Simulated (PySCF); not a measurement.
Isomers of C5H8ClF3Si, mass 188.004 u with the commonest isotopes. Level of theory: PBE0/pcSseg-1 in PySCF (dipole) on a GFN2-xTB geometry, gas phase. One conformer each, none proved a minimum here; rigid rotors.

Question: Order these by rotational constant C, largest first.
A. `[F:1][C:2]([F:3])([F:4])[CH2:5][C:6]1([Cl:7])[CH2:8][SiH2:9][CH2:10]1` with C2–C5–C6–Cl7 62°, C5–C6–C8–Si9 -139°, C6–C8–Si9–C10 14°, C8–Si9–C10–C6 -14°, C5–C6–C10–Si9 142°
B. `[CH3:1]/[CH:2]=[C:3](\[CH2:4][Cl:5])[SiH2:6][C:7]([F:8])([F:9])[F:10]` with C2–C3–C4–Cl5 179°, C2–C3–Si6–C7 0°
C. `[CH2:1]=[CH:2][SiH2:3][C@:4]([CH3:5])([Cl:6])[C:7]([F:8])([F:9])[F:10]` with C1–C2–Si3–C4 -146°, C2–Si3–C4–C5 58°
D. `[CH3:1]/[C:2](=[CH:3]/[C@H:4]([F:5])[Cl:6])[CH2:7][SiH:8]([F:9])[F:10]` with C2–C3–C4–F5 48°, C1–C2–C7–Si8 86°, C2–C7–Si8–F9 -61°

Answer: C (594.4 MHz), A (553.6 MHz), D (470.2 MHz), B (445.9 MHz).

Question: Order these by out-of-plane moment Σ m c² = (Ia + Ib − Ic)/2, smallest first.
A. `[CH3:1]/[C:2](=[CH:3]/[Cl:4])[C@@H:5]([SiH3:6])[C:7]([F:8])([F:9])[F:10]` with C1–C2–C5–Si6 -85°
B. `[CH3:1]/[CH:2]=[C:3](\[CH2:4][Cl:5])[SiH2:6][C:7]([F:8])([F:9])[F:10]` with C2–C3–C4–Cl5 179°, C2–C3–Si6–C7 0°
C. `[F:1][CH2:2][C:3]([F:4])([F:5])[Si:6]1([CH2:7][Cl:8])[CH2:9][CH2:10]1` with F1–C2–C3–F4 148°, C2–C3–Si6–C7 -74°, C3–Si6–C7–Cl8 -176°
D. `[CH3:1]/[C:2](=[CH:3]/[C@H:4]([F:5])[Cl:6])[CH2:7][SiH:8]([F:9])[F:10]` with C2–C3–C4–F5 48°, C1–C2–C7–Si8 86°, C2–C7–Si8–F9 -61°
E. `[CH2:1]=[CH:2][SiH2:3][C@:4]([CH3:5])([Cl:6])[C:7]([F:8])([F:9])[F:10]` with C1–C2–Si3–C4 -146°, C2–Si3–C4–C5 58°
F. `[F:1][C:2]([F:3])([F:4])[CH2:5][C:6]1([Cl:7])[CH2:8][SiH2:9][CH2:10]1` with C2–C5–C6–Cl7 62°, C5–C6–C8–Si9 -139°, C6–C8–Si9–C10 14°, C8–Si9–C10–C6 -14°, C5–C6–C10–Si9 142°

Answer: B (50.26 u·Å²), F (92.45 u·Å²), D (93.11 u·Å²), E (116.81 u·Å²), C (125.09 u·Å²), A (161.42 u·Å²).

Question: Order these by dipole moment, largest first.
A. `[CH2:1]=[CH:2][SiH2:3][C@:4]([CH3:5])([Cl:6])[C:7]([F:8])([F:9])[F:10]` with C1–C2–Si3–C4 -146°, C2–Si3–C4–C5 58°
B. `[CH3:1]/[C:2](=[CH:3]/[Cl:4])[C@@H:5]([SiH3:6])[C:7]([F:8])([F:9])[F:10]` with C1–C2–C5–Si6 -85°
C. `[CH3:1]/[CH:2]=[C:3](\[CH2:4][Cl:5])[SiH2:6][C:7]([F:8])([F:9])[F:10]` with C2–C3–C4–Cl5 179°, C2–C3–Si6–C7 0°
D. `[F:1][CH2:2][C:3]([F:4])([F:5])[Si:6]1([CH2:7][Cl:8])[CH2:9][CH2:10]1` with F1–C2–C3–F4 148°, C2–C3–Si6–C7 -74°, C3–Si6–C7–Cl8 -176°
E. `[F:1][C:2]([F:3])([F:4])[CH2:5][C:6]1([Cl:7])[CH2:8][SiH2:9][CH2:10]1` with C2–C5–C6–Cl7 62°, C5–C6–C8–Si9 -139°, C6–C8–Si9–C10 14°, C8–Si9–C10–C6 -14°, C5–C6–C10–Si9 142°
F. `[CH3:1]/[C:2](=[CH:3]/[C@H:4]([F:5])[Cl:6])[CH2:7][SiH:8]([F:9])[F:10]` with C2–C3–C4–F5 48°, C1–C2–C7–Si8 86°, C2–C7–Si8–F9 -61°

Answer: C (3.93 D), E (3.42 D), A (3.20 D), F (2.84 D), B (2.00 D), D (1.80 D).

```csv
SMILES,point group,Ia (u·Å²),Ib (u·Å²),Ic (u·Å²),κ,μa (D),μb (D),μc (D)
FC(F)(F)CC1(Cl)C[SiH2]C1,C1,286.11,811.63,912.85,-0.89,2.40,1.89,1.53
FCC(F)(F)[Si]1(CCl)CC1,C1,374.80,798.26,922.89,-0.79,1.54,0.56,0.74
C=C[SiH2][C@](C)(Cl)C(F)(F)F,C1,329.97,753.91,850.27,-0.84,2.81,0.61,1.41
C/C=C(\CCl)[SiH2]C(F)(F)F,Cs,399.95,834.08,1133.50,-0.61,3.14,2.37,0.02
C/C(=C/Cl)[C@@H]([SiH3])C(F)(F)F,C1,390.46,779.79,847.41,-0.85,0.93,0.23,1.75
C/C(=C/[C@H](F)Cl)C[SiH](F)F,C1,351.29,909.68,1074.75,-0.82,1.47,2.29,0.82
```
